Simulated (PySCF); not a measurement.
This PySCF input asks for the NMR shieldings of `NB(/C(=C\C=N/C)C)P`, C5H12BN2P; the geometry comes from GFN2-xTB.

```python
import basis_set_exchange as bse
import numpy as np
from pyscf import gto, dft
from pyscf.prop import nmr

atoms = """
C     3.439137   -0.896199    0.207656
N     2.279212   -1.248279    0.979521
C     1.127352   -0.796305    0.702648
C     0.725656    0.090826   -0.368518
C    -0.520830    0.575802   -0.508046
C    -0.854843    1.446844   -1.684734
B    -1.715442    0.261698    0.459280
N    -1.670373    0.576277    1.803954
P    -3.342201   -0.435530   -0.295641
H     4.314785   -1.229860    0.764855
H     3.523441    0.179044    0.021582
H     3.428213   -1.410646   -0.757376
H     0.331600   -1.136017    1.360149
H     1.483999    0.343628   -1.101025
H    -1.713297    1.031553   -2.215875
H    -1.139948    2.442140   -1.342524
H    -0.016807    1.537169   -2.373436
H    -2.432291    0.419609    2.444390
H    -0.869967    0.996866    2.247432
H    -3.635827   -1.317418    0.732094
H    -2.750489   -1.414260   -1.076859
"""
names = dict.fromkeys(["C", "N", "B", "P", "H"], "pcSseg-1")
basis = {el: gto.basis.parse(bse.get_basis(n, elements=[el], fmt="nwchem")) for el, n in names.items()}
mol = gto.M(atom=atoms, basis=basis, charge=0, verbose=0)
mf = dft.RKS(mol, xc="PBE0")
mf.grids.level = 2
mf.grids.alignment = dft.numint.BLKSIZE   # the property module wants whole blocks of grid points
mf.conv_tol = 1e-9
mf.kernel()

calc = nmr.RKS(mf)   # GIAO
C = mf.mo_coeff
Co = C[:, mf.mo_occ > 0]
resp = mf.gen_response(singlet=True, hermi=2)
def vind(x):   # induced exchange potential for any number of trial vectors
    d = np.einsum("pi,xij,qj->xpq", C, 2 * x.reshape(-1, C.shape[1], Co.shape[1]), Co, optimize=True)
    return np.einsum("xpq,pi,qj->xij", resp(d - d.transpose(0, 2, 1)), C, Co, optimize=True).ravel()
mo1, _ = nmr.rhf.solve_mo1(calc, with_cphf=vind)
sigma = calc.kernel(mo1)
for i, s in enumerate(sigma):   # ppm
    print("%2d %-2s %9.2f" % (i, mol.atom_pure_symbol(i), np.trace(s) / 3))
```

**Question.** What are the results?

**Answer.** 
```
 0 C     147.58
 1 N    -105.32
 2 C      20.02
 3 C      58.74
 4 C      20.49
 5 C     157.95
 6 B      53.77
 7 N     147.05
 8 P     559.19
 9 H      27.47
10 H      28.38
11 H      28.49
12 H      23.46
13 H      25.34
14 H      29.51
15 H      29.60
16 H      29.81
17 H      27.28
18 H      27.42
19 H      30.07
20 H      30.03
```

These numbers come from an equivalent density-fitted implementation of the same equations, which agrees with the script to about 0.01 ppm for H and up to a few tenths of a ppm for heavy atoms, so last digits may differ.

Size and cost of the density-fitted run: 220 basis functions, 77 s wall time on 1 thread of an Arm Neoverse N1, shared host; peak memory 0.98 GiB.
